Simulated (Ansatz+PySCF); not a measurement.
The numbers below are computed, except where a source is named.
# Several solutions for singlet TiO₂

```yaml
atoms:
  - { symbol: Ti, position_ang: [-0.0424, 0.0219, -0.3737] }
  - { symbol: O, position_ang: [-0.0202, 1.3567, 0.5682] }
  - { symbol: O, position_ang: [-0.0139, -1.3736, 0.5339] }
```

Basis set: def2-SVP (spherical functions). Charge 0, multiplicity 1.

UHF was run from several starts with Ansatz (development build ahead of 0.2.0) and PySCF 2.14.0.

```csv
run,program,start,converged,energy (hartree),<S²>
A,PySCF,"guess minao, instabilities followed",yes,-997.85615,0.00
B,PySCF,program defaults,yes,-997.85615,0.00
C,PySCF,"guess atom, instabilities followed",yes,-997.85615,0.00
D,PySCF,"guess huckel, instabilities followed",yes,-997.85615,0.00
E,Ansatz,stability test followed,yes,-997.85615,0.00
F,Ansatz,"atomic start, no search",yes,-997.85615,0.00
G,PySCF,"guess 1e, instabilities followed",yes,-997.85615,0.00
H,Ansatz,search for the lowest state,yes,-997.86387,1.09
```

Task: Which runs reached the lowest solution of this kind, and what is wrong with the others?

Result: H reached the lowest solution found. Converged but too high: A by 0.21 eV, B by 0.21 eV, C by 0.21 eV, D by 0.21 eV, E by 0.21 eV, F by 0.21 eV, G by 0.21 eV. Convergence only shows a stationary point, and even a stable one can lie too high; stability tests and further starts are what find lower ones. Caution: another spin multiplicity may lie lower. Caution: the unrestricted determinant is a mixture of spin states.
